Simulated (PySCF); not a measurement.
## Spinor energies of Ar (argon, neutral)

Start: [Ar]. Calculated with PySCF 2.14 in x2c-TZVPPall-2c with one added diffuse shell each of s, p, d type (6s7p4d1f, 54 functions): generalised Hartree-Fock with the X2C-1e Hamiltonian and a Gaussian nucleus; spin-orbit coupling (SO) screened by Boettger's factors.

| spinor shell | electrons | ε, screened SO (eV) | weight of nominal j (screened SO) | rms radius, screened SO (bohr) |
| --- | --- | --- | --- | --- |
| 1s1/2 | 2 | -3240.5 | 1.000 | 0.0991 |
| 2s1/2 | 2 | -337.68 | 1.000 | 0.446 |
| 2p1/2 | 2 | -262.12 | 1.000 | 0.415 |
| 2p3/2 | 4 | -259.77 | 1.000 | 0.418 |
| 3s1/2 | 2 | -35.023 | 1.000 | 1.53 |
| 3p1/2 | 2 | -16.220 | 1.000 | 1.81 |
| 3p3/2 | 4 | -16.009 | 1.000 | 1.82 |

```json
{"quantity": "E (hartree)", "screened SO": "-528.61629"}
{"quantity": "M_J", "screened SO": "0"}
{"quantity": "⟨J²⟩", "screened SO": "0.000"}
{"quantity": "⟨L²⟩", "screened SO": "0.000"}
{"quantity": "⟨S²⟩", "screened SO": "0.000"}
```
